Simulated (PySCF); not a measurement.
Radial density of Fe²⁺ (iron, charge +2)

MN15, [Ar] 3d6, high-spin 5D determinant. Calculation: PySCF 2.14, in aug-cc-pVDZ-DK (7s6p4d2f, 59 functions); scalar relativity by spin-free X2C-1e.

```
r (bohr)  4πr²ρ (e/bohr)  4πr²(ρα − ρβ)
 0.00104          0.2281         0.0000
 0.00175          0.5753         0.0000
 0.00294           1.421        -0.0001
 0.00494           3.384        -0.0002
 0.00830           7.586        -0.0006
  0.0140           15.26        -0.0011
  0.0235           25.49        -0.0018
  0.0395           31.39        -0.0022
  0.0665           26.61        -0.0012
   0.112           26.14         0.0232
   0.188           34.92         0.2564
   0.316           19.92         1.3083
   0.532           14.37         3.2001
   0.895           14.18         3.3552
    1.51           3.499         1.3614
    2.53          0.3138         0.1756
    4.26        0.006114         0.0020
    7.16       2.189e-05         0.0000
```

Densities and radii are taken from the X2C orbitals without a picture-change correction, which distorts them close to the nucleus.

**Question.** Where is the radial spin density 4πr²(ρα − ρβ) most negative, and why is it negative at all?

**Answer.** Around r = 0.0395 bohr, down to -0.0022 e/bohr: exchange with the open shell polarises the paired shells in an unrestricted calculation.
